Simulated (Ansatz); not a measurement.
Input and output for `[OH][Al]([OH])[OH]`.

```yaml
crystal:
  periodic: [false, false, false]
  atoms:
    - {symbol: O, position_ang: [-1.645590, 0.189716, -0.282109]}
    - {symbol: Al, position_ang: [0.008653, -0.009750, -0.006502]}
    - {symbol: O, position_ang: [0.664391, 0.365882, 1.503863]}
    - {symbol: O, position_ang: [1.007216, -0.584896, -1.241127]}
    - {symbol: H, position_ang: [-2.242094, 0.512514, 0.390957]}
    - {symbol: H, position_ang: [1.594742, 0.266478, 1.697777]}
    - {symbol: H, position_ang: [0.673782, -0.807943, -2.108357]}
basis:
  gaussian: {orbitals: def2-SVP}
hamiltonian: {xc: {name: HF}}
correlation: {method: bccd_t, electrons: all}
accuracy: high
```

```sh
$ ansatz run in.yaml --threads 4 --pin off --events-out ev --progress --plain --max-ram 10444MiB
```

Shortened log:

```
Functional definition: HF
1557 factors; integrals over basis functions are off by at most 9.7e-9 eV
mean field evaluation 1: about -12734.1047 eV, gradient 5.5e1 eV
mean field evaluation 2: about -12734.1134 eV, gradient 5.5e1 eV
mean field evaluation 4: about -12739.5214 eV, gradient 2.3e0 eV
mean field evaluation 8: about -12739.5399 eV, gradient 1.1e-1 eV
mean field -12739.53998922 eV, -468.1694594335 hartree, gradient 2.2e-8 eV, S^2 0.000000; 0 other end points of the search recorded, 0 dependent functions left out
reference -12739.53998922 eV, -468.1694594335 hartree; 20, 20 occupied and 55, 55 virtual orbitals, 1557 factors
second order -17.43358966 eV of doubles, -0.00000000 eV of singles
cycle   1  -17.42458360 eV  change    9.0e-3 eV  update   8.8e-2
cycle   2  -17.73411142 eV  change   -3.1e-1 eV  update   2.6e-2
cycle   3  -17.83063244 eV  change   -9.7e-2 eV  update   1.5e-2
cycle   4  -17.82222098 eV  change    8.4e-3 eV  update   3.1e-3
cycle   5  -17.81841173 eV  change    3.8e-3 eV  update   1.0e-3
cycle   6  -17.81847686 eV  change   -6.5e-5 eV  update   3.2e-4
cycle   7  -17.81835000 eV  change    1.3e-4 eV  update   1.0e-4
cycle   8  -17.81827316 eV  change    7.7e-5 eV  update   3.4e-5
cycle   9  -17.81826235 eV  change    1.1e-5 eV  update   1.5e-5
cycle  10  -17.81826945 eV  change   -7.1e-6 eV  update   5.1e-6
cycle  11  -17.81826951 eV  change   -5.8e-8 eV  update   1.7e-6
cycle  12  -17.81827182 eV  change   -2.3e-6 eV  update   6.0e-7
cycle  13  -17.81827218 eV  change   -3.6e-7 eV  update   1.6e-7
cycle  14  -17.81827238 eV  change   -1.9e-7 eV  update   6.3e-8
cycle  15  -17.81827238 eV  change   -6.5e-9 eV  update   3.1e-8
cycle  16  -17.81827140 eV  change    9.8e-7 eV  update   1.2e-7
cycle  17  -17.81827137 eV  change    3.5e-8 eV  update   2.8e-8
cycle  18  -17.81827132 eV  change    4.4e-8 eV  update   9.0e-9
cycle  19  -17.81827131 eV  change    9.1e-9 eV  update   2.7e-9
cycle  20  -17.81827131 eV  change    1.7e-9 eV  update  9.4e-10
perturbative correction -0.36506530 eV, -0.0134159022 hartree
Total energy: -12757.72332583 eV, -468.8376847287 hartree
```

Hardware: 4 threads of an Intel Xeon Platinum 8375C on a shared host. Wall time 7 s, peak host memory 0.65 GiB.
